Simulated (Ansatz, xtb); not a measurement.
C4H11GaO: 3 structures ranked

3 gas-phase structures of C4H11GaO, from a drawn sample of its isomers (lower ones may exist). Each was relaxed with GFN2-xTB; where two conformers were screened, the lower at r2SCAN-D4/def2-SVP is listed:

A. `CCCC[O][GaH2]`, a singlet
B. `C/C=C\[O+](C)[GaH3-]`, a singlet
C. a singlet given by its coordinates

C (Å):

```xyz
17

C    -0.5831   -1.2354   -0.7985
C     0.5660   -1.3733    1.3063
C     1.5311   -0.5008    2.1030
C     1.0746    2.6714    0.4508
Ga    1.8930    0.8200    0.5566
O     0.3136   -0.6279    0.1047
H    -0.2202   -2.2228   -1.1033
H    -0.6486   -0.5872   -1.6706
H    -1.5742   -1.3396   -0.3428
H    -0.3892   -1.5541    1.8173
H     1.0050   -2.3423    1.0380
H     2.3484   -1.0997    2.5085
H     1.0148   -0.0416    2.9519
H     3.0084    0.4057   -0.4881
H     0.2155    2.7463    1.1244
H     1.7837    3.4530    0.7347
H     0.7265    2.9063   -0.5592
```

Close contacts (Å): C1–O6 1.41, C2–C3 1.53, C2–O6 1.44, C3–Ga5 2.07, C4–Ga5 2.03, Ga5–O6 2.19, C1–H7 1.10, C1–H8 1.09, C1–H9 1.10, C2–H10 1.10, C2–H11 1.10, C3–H12 1.09, C3–H13 1.09, C4–H15 1.09, C4–H16 1.09, C4–H17 1.09, Ga5–H14 1.58.

Which do you expect lowest at r2SCAN-D4/def2-SVP, and how would the others follow?

Calculated order at r2SCAN-D4/def2-SVP: A (0.000), C (0.489), B (1.564) eV.

Energies above the lowest of each column, in eV; the last columns are at PBE0-D3(BJ)/def2-SVP geometries:

| structure | GFN2-xTB | HF/STO-3G | r2SCAN-D4/def2-SVP | PBE0-D3(BJ)/def2-SVP | CCSD(T)/def2-SVP + ΔMP2/def2-TZVPP |
| --- | --- | --- | --- | --- | --- |
| A | 0.000 | 0.000 | 0.000 | 0.000 | 0.000 |
| C | 1.533 | 0.133 | 0.489 | 0.640 | 0.584 |
| B | 1.467 | 1.899 | 1.564 | 1.758 | 1.687 |

Every level run on A puts it lowest or level with the lowest. Some further structures that were screened fall inside this span and aren't listed. Flexible structures stand in one conformer each, not always the lowest. The ΔMP2 step shifts differences by up to 0.180 eV, which makes them less sure. ΔMP2 is the change of the MP2 energy from the smaller to the larger basis.

Programs: Ansatz 0.2.0, xtb 6.7.1.
